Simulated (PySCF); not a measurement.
C₄H₁₂SSi, SMILES C([Si](C)(C)C)S, GFN2-xTB optimised geometry.

```
18

C      2.05    -0.37     0.00
Si     0.15    -0.37     0.00
C     -0.51    -1.35    -1.50
C     -0.55     1.40     0.00
C     -0.42    -1.25     1.61
S     -2.24    -1.33     1.76
H      2.45    -1.38     0.00
H      2.44     0.13    -0.88
H      2.45     0.14     0.87
H     -1.58    -1.26    -1.60
H     -0.06    -0.99    -2.42
H     -0.28    -2.41    -1.42
H     -0.37     1.90    -0.95
H     -0.10     2.00     0.78
H     -1.62     1.39     0.17
H     -0.11    -0.70     2.49
H     -0.04    -2.27     1.70
H     -2.45    -2.00     0.63
```

Density from B3LYP/def2-SVP in PySCF at that geometry.

Minimum of the electron density along straight lines between bonded atoms, close to the bond critical point (lines longer than 1.1 times the sum of covalent radii, or with two minima, are not listed):

```tsv
bond	length / Å	ρ at the minimum / e bohr⁻³	∇²ρ there / e bohr⁻⁵	position (fraction from the first atom)
C1–Si2	1.905	0.110	0.32	0.62
Si2–C3	1.909	0.110	0.31	0.38
Si2–C4	1.903	0.111	0.32	0.38
Si2–C5	1.921	0.107	0.31	0.38
C5–S6	1.829	0.174	-0.28	0.46
C1–H7	1.086	0.272	-0.97	0.62
C1–H8	1.085	0.273	-0.97	0.62
C1–H9	1.085	0.272	-0.97	0.62
C3–H10	1.086	0.272	-0.97	0.62
C3–H11	1.086	0.272	-0.97	0.62
C3–H12	1.087	0.272	-0.97	0.62
C4–H13	1.086	0.272	-0.97	0.62
C4–H14	1.086	0.272	-0.97	0.62
C4–H15	1.086	0.273	-0.99	0.63
C5–H16	1.088	0.275	-1.00	0.63
C5–H17	1.089	0.276	-1.01	0.63
S6–H18	1.331	(withheld)	(withheld)	0.49
```

Q: Some entries are withheld; supply them.

A: 
- S6–H18, ρ at the minimum / e bohr⁻³: 0.216
- S6–H18, ∇²ρ there / e bohr⁻⁵: -0.21
